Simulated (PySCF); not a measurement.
Compound: C4H7NSi.
Bonds: N1–C2, C2–C3 (double), C3–C4, C4–C5 (double), C5–Si6, C2–Si6. Hydrogens: H7, H8 on N1; H9 on C3; H10 on C4; H11 on C5; H12, H13 on Si6.

Method: PBE/cc-pVDZ geometry optimisation, gas phase (PySCF).

Question: Give the optimised bond lengths and angles.

Answer: 
```csv
bond,length (Å),order
N1–C2,1.379,single
C2=C3,1.377,double
C3–C4,1.469,single
C4=C5,1.370,double
C5–Si6,1.871,single
C2–Si6,1.922,single
"N1–H7, N1–H8",1.022,single
C3–H9,1.103,single
C4–H10,1.104,single
C5–H11,1.097,single
"Si6–H12, Si6–H13",1.513,single
```

Bonds in one row agree within 0.01 Å and their mean is given. Orders are formal, as drawn. A selection of angles:
```csv
angle,degrees
C2–N1–H7,117.1
H7–N1–H8,113.0
N1–C2–C3,126.8
N1–C2–Si6,127.2
C3–C2–Si6,105.8
C2–C3–C4,116.1
C2–C3–H9,123.3
C4–C3–H9,120.6
C3–C4–C5,119.4
C3–C4–H10,118.5
C5–C4–H10,122.1
C4–C5–Si6,105.8
C4–C5–H11,123.3
Si6–C5–H11,130.9
C5–Si6–H12,116.2
C2–Si6–C5,92.9
C2–Si6–H12,111.4
H12–Si6–H13,107.6
```

Dihedral angles: N1–C2–C3–C4 176° (antiperiplanar); C2–C3–C4–C5 0° (synperiplanar); C3–C4–C5–Si6 0° (synperiplanar); C4–C5–Si6–C2 0° (synperiplanar); N1–C2–Si6–C5 -176° (antiperiplanar). The mirror-image conformer, all signs reversed, is as good.

The 6 heavy atoms lie in one plane (0.017 Å rms). Si6 (SiH2 silicon) has angles from 92.9° to 116.4°. The 2 C–Si bonds span 1.871 Å (C5–Si6, drawn single) to 1.922 Å (C2–Si6, drawn single), a spread of 0.051 Å. The 5-membered ring C2–C3–C4–C5–Si6 has internal angles of 92.9° to 119.4° (sum 540°, against 540° for a flat polygon); it is planar, 0.00 Å rms from its mean plane, widest ring torsion 1°. The 3 C–C bonds span 1.370 Å (C4=C5, drawn double) to 1.469 Å (C3–C4, drawn single), a spread of 0.099 Å. N1 (enamine nitrogen) is pyramidal (angles 117.3°, 117.1° and 113.0°, sum 347.4°, 0.23 Å off the plane of its three neighbours).

Not checked by PBE/cc-pVDZ frequencies.

On an Arm Neoverse V1 with one thread, shared host with 32 logical CPUs at a one-minute load of 12, this took 39 s of wall time and 0.53 GiB of memory at its peak. This is the geometry optimisation.
